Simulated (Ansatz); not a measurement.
Reaction (atomization): `C[O][In]([SH])[SH]` → C• + 5 H• + In• + O• + 2 S•

Program: Ansatz. Geometries: PBE0-D4/def2-TZVP. ΔE: electronic, gas phase. CBS: MP2 limit from def2 TZ/QZ plus the TZ coupled-cluster correction, frozen cores. This one scheme is used for every species, atoms too. No spin–orbit coupling; open shells (•) take unrestricted orbitals. Spin–orbit coupling would lower the free atoms: a little for C, O, S; strongly for In. def2 core potentials past Kr. For In outer-core shells are correlated without core-valence functions, so the limit isn't a true one: a few kJ/mol of doubt a bond, and 10 to 20 or more in all where bonds break to atoms. Each species was taken in one conformer, which may not be the lowest.

```tsv
species	CCSD(T)/CBS(def2) energy (Eh)
`C[O][In]([SH])[SH]`	-1101.66994
C•	-37.79194
H•	-0.50000
In•	-189.78701
O•	-75.00631
S•	-397.67955
```

**Question.** Work out ΔE.

**Answer.** ΔE = 5 × (-0.50000) + 2 × (-397.67955) + (-37.79194) + (-189.78701) + (-75.00631) − (-1101.66994) = 1.22558 Eh = +3217.8 kJ/mol.

Largest T1 diagnostic among the species: 0.015.

From r2SCAN to r2SCAN0 (25 % exact exchange), in def2-TZVPP and without D4, ΔE moves by −67.8 kJ/mol: exact exchange takes away binding that semilocal exchange gives to molecules. At CCSD(T), def2-SVP lies −248.8 kJ/mol from the extrapolated value and def2-TZVPP −105.7 kJ/mol: correlation converges slowly with the basis, and small sets miss more of it in the bonded molecule than in its fragments.

For atomizations the MP2-based limit and the directly extrapolated one differ by several kJ/mol either way, and by 10 to 25 for some Ge, Se and Sn compounds, so smaller differences from it don't rank the levels.
